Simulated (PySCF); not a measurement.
Species: C6H13OP.
Cartesian coordinates in Å at the PBE0-D3(BJ)/def2-SVP level; atoms count from 1:
```
atom  x, y, z in Å
C1    -2.8778   -0.4124    0.1841
C2    -1.5621   -0.0267    0.8396
C3    -1.1536    1.4442    0.6741
C4     0.3588    1.5438    0.8717
C5     1.0105    0.4656    0.0028
C6     2.4665    0.1562    0.3016
P7    -0.1318   -0.9738    0.1359
O8    -0.3842   -1.7797   -1.1003
H9    -2.8189   -0.2933   -0.9081
H10   -3.1341   -1.4640    0.3795
H11   -3.7006    0.2157    0.5602
H12   -1.5911   -0.2654    1.9174
H13   -1.7073    2.0947    1.3691
H14   -1.4125    1.7765   -0.3469
H15    0.6110    1.3653    1.9330
H16    0.7443    2.5450    0.6211
H17    0.9014    0.7493   -1.0605
H18    2.8582   -0.6145   -0.3794
H19    2.5950   -0.2080    1.3338
H20    3.0927    1.0549    0.1860
H21    0.3895   -1.7174    1.2453
```

All values: PBE0/pcSseg-1 (PySCF, non-relativistic), on one gas-phase PBE0-D3(BJ)/def2-SVP geometry that isn't relaxed in the solvent. The solvent is an IEF-PCM continuum (cavity from Bondi-type radii × 1.2). Only the electrostatic response of the medium enters.

```
run  E − E(gas) (kcal/mol)  HOMO (eV)  HOMO–LUMO gap (eV)  dipole (D)
gas                   0.00      -7.29                8.14        4.20
  P                  -7.81      -7.41                8.53        5.41
  Q                  -3.61      -7.34                8.35        4.73
```

Question: The runs were made in cyclohexane and dichloromethane. Which run belongs to which solvent?

Answer: P = dichloromethane, Q = cyclohexane. The dielectric constants are 2.017 (cyclohexane), 8.93 (dichloromethane), and the energy falls further as ε rises. In this model the ground state sees the solvent through ε alone.

Question: How constant is the ratio of the lowering to (ε − 1)/(2ε + 1)?

Answer: 
```tsv
solvent	(ε − 1)/(2ε + 1)	E − E(gas) (kcal/mol)	ratio (kcal/mol)	polarisation term (kcal/mol)
cyclohexane	0.202	-3.61	-17.9	-3.90
dichloromethane	0.420	-7.81	-18.6	-9.23
```

The ratio changes by +3.8 % in size from cyclohexane to dichloromethane. The polarisation term is half the interaction of the solute with the induced surface charges.

The run took 46 s wall on an Arm Neoverse V1 with one thread, no GPU, shared host with 32 logical CPUs at a one-minute load of 13, and the process peaked at 1.2 GiB of memory. This is the whole shielding run at PBE0/pcSseg-1 in dichloromethane, SCF included.
